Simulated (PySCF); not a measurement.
## Electron correlation in P (phosphorus, neutral)

[Ne] 3s2 3p3, high-spin 4S determinant. Calculation: PySCF 2.14, in dyall-av3z; scalar relativity by spin-free X2C-1e. Frozen: [Ne]; 5 electrons correlated; the 26 highest virtual orbitals of each spin left out.

```json
{"level": "CCSD", "correlation energy (mhartree)": "-102.10"}
{"level": "(T)", "correlation energy (mhartree)": "-3.99"}
{"level": "CCSD(T)", "correlation energy (mhartree)": "-106.09"}
```

Diagnostics: T1 = 0.0045, D1 = 0.0094, largest double amplitude 0.035.

Cost of the coupled-cluster step: roughly 7 core-seconds, for 5 correlated electrons.
